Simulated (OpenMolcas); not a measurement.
## Ni7+, Pd7+, Pt7+: d³ down the group

```json
{
  "Program": "OpenMolcas",
  "Method": "SS-CASPT2, IPEA 0.25 Eh, imaginary shift 0.1 Eh",
  "Basis": "ANO-R2",
  "Scalar Hamiltonian": "X2C, finite nucleus",
  "Spin-orbit coupling": "RASSI with atomic mean-field integrals over the reference wave functions, term energies averaged over their components"
}
```

Active space for each ion: 3 electrons in 10 orbitals (d d); closed shells correlated by CASPT2: Ni7+ 3s 3p; Pd7+ 4s 4p; Pt7+ 5s 5p.

Computed levels in cm-1 above ⁴F_3/2:

```json
{"Level": "⁴F_5/2", "Ni7+": "966", "Pd7+": "2460", "Pt7+": "10160"}
{"Level": "⁴F_7/2", "Ni7+": "2240", "Pd7+": "5260", "Pt7+": "17140"}
{"Level": "⁴P_1/2", "Ni7+": "24030", "Pd7+": "16740", "Pt7+": "22370"}
{"Level": "⁴P_5/2", "Ni7+": "25580", "Pd7+": "20430", "Pt7+": "33950"}
{"Level": "²G_7/2", "Ni7+": "26520", "Pd7+": "20160", "Pt7+": "32010"}
{"Level": "²G_9/2", "Ni7+": "27760", "Pd7+": "21470", "Pt7+": "52420"}
{"Level": "²P_3/2", "Ni7+": "33500", "Pd7+": "32350", "Pt7+": "56270"}
{"Level": "²P_1/2", "Ni7+": "34000", "Pd7+": "25830", "Pt7+": "40180"}
{"Level": "²H_9/2", "Ni7+": "37000", "Pd7+": "29100", "Pt7+": "33840"}
{"Level": "weight of ⁴F in the lowest level (%)", "Ni7+": "100", "Pd7+": "96", "Pt7+": "76"}
```

Mixed levels, with the weight of the term that names them: Ni7+ ²P_3/2 (54 %), Pd7+ ²G_9/2 (60 %), Pd7+ ²P_3/2 (56 %), Pd7+ ²H_9/2 (65 %), Pt7+ ⁴P_1/2 (67 %), Pt7+ ²G_7/2 (74 %), Pt7+ ²G_9/2 (58 %), Pt7+ ²P_3/2 (56 %), Pt7+ ²P_1/2 (67 %), Pt7+ ²H_9/2 (54 %).

Measured, with the error of the calculation in %. Measured levels: Ni7+ from Corliss and Sugar, J. Phys. Chem. Ref. Data 10, 197 (1981).

```tsv
Level	Ni7+
⁴F_5/2	1012 (-4.6)
⁴F_7/2	2184 (+2.6)
⁴P_1/2	23261 (+3.3)
⁴P_5/2	24669 (+3.7)
```

The fine-structure level ⁴F_7/2 changes by a factor of 7.65 from Ni7+ to Pt7+.

Without spin-orbit coupling ⁴P lies 22840, 14140, 13200 cm-1 above ⁴F in that order; the difference to the level ⁴P_1/2, of either sign, comes from spin-orbit coupling, which also lowers the zero.

Term energies are means over components that CASPT2 splits; among the terms shown or strongly mixed into the levels shown the widest spread is 660 cm-1 (4d³ ⁴F, Pd7+). Active for correlation alone: 4d; no level in the range computed is led by a configuration that fills it, so any true level of that kind is missing (holds for Ni7+). Active for correlation alone: 5d; no level in the range computed is led by a configuration that fills it, so any true level of that kind is missing (holds for Pd7+). Active for correlation alone: 6d; no level in the range computed is led by a configuration that fills it, so any true level of that kind is missing (holds for Pt7+). Computed and measured levels are paired by configuration, term and J; levels that our copy of the source lacks, or whose pairing is in doubt (as where it misses far off the trend of its configuration), stay unpaired and out of the deviations. Levels of configurations outside the active space are missing.
